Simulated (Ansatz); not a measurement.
Molecule: CTe2, net charge 0, singlet state. 
Coordinates optimised at B3LYP-D3(BJ)/def2-TZVP (Ansatz, a program for electronic structure):
```
C
Te 1 1.9033
Te 1 1.9033 2 180.00
```

Basis-set convergence of Hartree-Fock and CCSD(T) correlation energies (hartree) with Ansatz. Correlated levels leave the core frozen unless marked. Spin-orbit coupling is left out. Frozen are the shells of the preceding noble gas and the d and f shells that filled before the atom's block. Past Kr the def2 sets carry scalar-relativistic core potentials.

The Hartree-Fock reference is unstable (checked in the largest basis), which strains HF and MP2. The T1 diagnostic of CCSD in the largest basis is 0.028, which is high, so the coupled-cluster rows are less sure than usual.

| basis | functions | E(HF) | E(corr, CCSD(T)) | rough core time |
|---|---|---|---|---|
| def2-SVPD | 90 | -571.74950 | -0.38917 | under 20 s |
| def2-TZVPPD | 155 | -571.81844 | -0.47155 | 27 s |
| def2-QZVPPD | 245 | -571.82289 | -0.50364 | 80 s |

Extrapolating the two largest sets (X = 3 and 4) as X^-3: E(corr) = (64·(-0.50364) - 27·(-0.47155))/37 = -0.5271 Eh, an estimate of the basis-set limit. The largest set recovers 95.6 % of it, the smallest 73.8 %.
